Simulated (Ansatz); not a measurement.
Several settings on one geometry of the cluster GeI2 (the lowest singlet isomer of a short search) (that of the charge 0 singlet, B3LYP-D4/def2-TZVP). Ansatz on 4 threads of Arm Neoverse V2 on a shared host; times are rough.

```csv
atom,x (Å),y (Å),z (Å)
Ge1,-0.7832,-0.6049,0.4200
I2,-0.8143,0.7926,-1.7527
I3,1.5975,-0.1877,1.3327
```

Totals from different functionals, basis sets or treatments of relativity can't be compared as stabilities.

In the def2 sets I takes a core potential; there is no spin–orbit coupling.

The spins typed aren't always the lowest for that charge.

Problem. Give the basis size and estimate the energy, ⟨S²⟩, dipole and time of these runs.

```json
{"run": "1", "method": "UKS revPBE0/def2-mTZVPP", "charge": "-1", "state": "doublet", "further keys": "scf: {lower_state_search: off}"}
{"run": "2", "method": "RKS ωB97M-V/STO-3G", "charge": "0", "state": "singlet", "further keys": "scf: {lower_state_search: light}; forces asked"}
{"run": "3", "method": "RKS ωPBEh/STO-3G", "charge": "0", "state": "singlet", "further keys": "forces asked"}
```

Solution. 
| run | functions | energy (Eh) | ⟨S²⟩ | dipole (D) | wall time |
| --- | --- | --- | --- | --- | --- |
| 1 | 108 | -2672.3438 | 0.75 | – | 1.1 s |
| 2 | 72 | -15759.0778 | – | 2.15 | 2.9 s |
| 3 | 72 | -15757.8254 | – | 1.85 | 1.1 s |

The highest occupied level of an anion often lies above zero with these methods, and sets without diffuse functions describe the outer electron poorly.
